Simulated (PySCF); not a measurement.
Gas-phase reaction: 2 GaCl2 + 3 H2 → 2 GaH3 + 2 Cl2

Method: PySCF energies plus ideal-gas RRHO corrections (1 bar). † marks an energy on the PBE0/def2-TZVP geometry and frequencies; other levels use their own. 6-31G* has spherical d functions here. Open shells (unrestricted): GaCl2 (multiplicity 2); the rest are closed-shell singlets. B3LYP is the form with VWN-RPA correlation. Ga: all electrons, no relativistic terms. GaCl2, GaH3: computed as isolated molecules; such fragments, hydroxides, amides, oligomers or adducts are transient or little studied in the gas. The harmonic model lacks anharmonicity and excited electronic states, which grow with temperature; levels with a mode under 35 cm⁻¹ are left out. Soft modes under 120 cm⁻¹ make the harmonic entropy rough for GaCl2.

| level | ΔE electronic, kJ | ΔH°(298 K), kJ | ΔS°(298 K), J/K | ΔG°(1200 K), kJ |
|---|---|---|---|---|
| B3LYP/def2-TZVP† | 589 | 590 | -114 | 744 |
| HF/6-31G* | 677 | 676 | -112 | 828 |
| PBE/def2-SVP | 604 | 604 | -115 | 757 |
| PBE0/def2-SVP† | 615 | 616 | -114 | 770 |
| ωB97M-V/def2-TZVP† | 576 | 578 | -114 | 731 |
ΔH° is lowest at ωB97M-V/def2-TZVP† and highest at HF/6-31G*. No reference value is set beside these.
